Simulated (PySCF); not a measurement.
**Spin-rotation constants: `C=C(OCC)C(C)=O`, C6H10O2**

Geometry:
```csv
atom,x (Å),y (Å),z (Å)
C1,-0.532,-1.279,-1.589
C2,-0.706,-0.441,-0.564
O3,0.257,0.225,0.123
C4,1.602,0.029,-0.267
C5,2.479,0.872,0.644
C6,-2.088,-0.156,-0.065
C7,-2.161,0.802,1.090
O8,-3.060,-0.668,-0.568
H9,0.424,-1.537,-2.006
H10,-1.402,-1.730,-2.029
H11,1.732,0.332,-1.316
H12,1.864,-1.034,-0.177
H13,2.210,1.921,0.552
H14,2.342,0.569,1.678
H15,3.523,0.748,0.371
H16,-3.195,0.949,1.387
H17,-1.583,0.407,1.922
H18,-1.714,1.750,0.801
```

Method used: GIAO PBE0/pcSseg-1 magnetisability, rotational g tensor and spin-rotation constants, non-relativistic, gas phase (PySCF). Geometry: GFN2-xTB.

Question: Give the nuclear spin-rotation constants along the inertial axes (H = +C I·J) beside the isotropic shieldings.

Answer: Rotational constants 3.9492, 1.2399, 0.9606 GHz. A star marks the isotopologue with that one atom substituted, in its own axes.
| atom | isotope | Caa (kHz) | Cbb (kHz) | Ccc (kHz) | mean (kHz) | σ (ppm) |
| --- | --- | --- | --- | --- | --- | --- |
| H9 | 1H | 0.046 | -0.044 | -0.121 | -0.040 | 27.4 |
| H10 | 1H | 0.156 | -0.059 | -0.109 | -0.004 | 26.0 |
| H11 | 1H | -0.379 | -0.071 | -0.004 | -0.151 | 27.9 |
| H12 | 1H | -0.379 | -0.071 | -0.004 | -0.151 | 27.9 |
| H13 | 1H | -0.418 | -0.078 | -0.024 | -0.174 | 30.1 |
| H14 | 1H | -0.418 | -0.079 | -0.024 | -0.174 | 30.1 |
| H15 | 1H | 0.007 | -0.110 | -0.112 | -0.072 | 30.5 |
| H16 | 1H | -0.013 | -0.081 | -0.114 | -0.070 | 29.8 |
| H17 | 1H | -0.321 | -0.101 | -0.018 | -0.146 | 29.2 |
| H18 | 1H | -0.323 | -0.101 | -0.018 | -0.147 | 29.2 |
| C1 | 13C* | 1.501 | 0.365 | 0.095 | 0.653 | 91.4 |
| C2 | 13C* | 2.115 | 0.416 | 0.217 | 0.916 | 21.7 |
| O3 | 17O* | -0.825 | -0.229 | -0.095 | -0.383 | 196.6 |
| C4 | 13C* | 0.729 | 0.270 | 0.227 | 0.408 | 120.7 |
| C5 | 13C* | 0.522 | 0.163 | 0.148 | 0.278 | 169.6 |
| C6 | 13C* | 2.003 | 0.634 | 0.220 | 0.952 | -12.2 |
| C7 | 13C* | 0.708 | 0.161 | 0.157 | 0.342 | 157.8 |
| O8 | 17O* | -3.963 | -0.842 | -0.032 | -1.612 | -301.0 |

For the geometry as given, no vibrational averaging.

Question: How do the rotational constants and the g tensor change when H9, H10, H11, H12, H13, H14, H15, H16, H17, H18 are replaced by deuterium?

Answer: Constants 3.0896, 1.0852, 0.8279 GHz; g -0.0371, -0.0125, -0.0019, against -0.0474, -0.0140, -0.0020 before.
